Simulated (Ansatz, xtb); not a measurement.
**Relaxing a trial structure of Cl2H4Si3**

The starting geometry of this gas-phase singlet has its atoms placed at random.

```yaml
atoms:
  - { symbol: Cl, position_ang: [2.0063, 0.9986, -0.7923] }
  - { symbol: Cl, position_ang: [-0.8362, 1.8573, -1.3906] }
  - { symbol: Si, position_ang: [0.2644, -1.0862, -0.5819] }
  - { symbol: Si, position_ang: [-0.3505, -0.0284, -2.2559] }
  - { symbol: Si, position_ang: [0.2004, 1.5585, 1.2325] }
  - { symbol: H, position_ang: [-0.1390, -0.2331, 1.0293] }
  - { symbol: H, position_ang: [-0.9222, -2.2012, 0.4087] }
  - { symbol: H, position_ang: [1.7225, -0.8804, 0.0578] }
  - { symbol: H, position_ang: [0.9800, -0.8424, 1.3288] }
```

Guess where an optimisation with r2SCAN-D4/def2-SVP ends from this start.

It ends as a structure with Cl1 bridging Si5 and Si4, H6 bridging Si5 and Si3, given below by its coordinates. Distances that change by over a tenth: Cl1–Si4 (2.96 → 2.51 Å), Si3–Si4 (2.07 → 2.44 Å). Contacts that close: Cl1–Si5 (2.77 → 2.30 Å), Si3–H6 (1.87 → 1.62 Å), Si3–H7 (1.91 → 1.50 Å), Si5–H6 (1.83 → 1.71 Å), Si5–H9 (2.53 → 1.53 Å).

The energy falls by 7.71 eV over 17 steps:

| step | E − E(last) (eV) |
| --- | --- |
| 1 | 7.706 |
| 3 | 3.660 |
| 5 | 1.136 |
| 6 | 0.633 |
| 8 | 0.196 |
| 10 | 0.108 |
| 12 | 0.019 |
| 13 | 0.005 |
| 15 | 0.000 |
| 17 | 0.000 |

Final geometry (Å):

```yaml
atoms:
  - { symbol: Cl, position_ang: [1.7959, 1.4167, -0.6134] }
  - { symbol: Cl, position_ang: [-1.5430, 1.3864, -1.5807] }
  - { symbol: Si, position_ang: [0.0424, -1.2065, -0.4118] }
  - { symbol: Si, position_ang: [0.2257, 0.3727, -2.2628] }
  - { symbol: Si, position_ang: [0.7226, 1.1582, 1.4034] }
  - { symbol: H, position_ang: [-0.1699, -0.1694, 0.8090] }
  - { symbol: H, position_ang: [-1.2028, -2.0125, -0.2008] }
  - { symbol: H, position_ang: [1.2166, -2.0328, 0.0065] }
  - { symbol: H, position_ang: [1.8382, 0.2301, 1.8869] }
```

From the same start GFN2-xTB ends elsewhere, differing in Cl2–Si5 (2.36 against 3.75 Å here), Si3–H6 (4.06 against 1.62 Å here), Si3–H9 (1.47 against 3.25 Å here), Si5–H9 (4.56 against 1.53 Å here).

From so rough a start the end depends on the optimiser's path, so another program may land elsewhere. No frequencies were run, so the end isn't proven a minimum. Run with Ansatz 0.2.0, 26 s on 2 threads of Intel(R) Xeon(R) 6975P-C (Granite Rapids) (shared host).
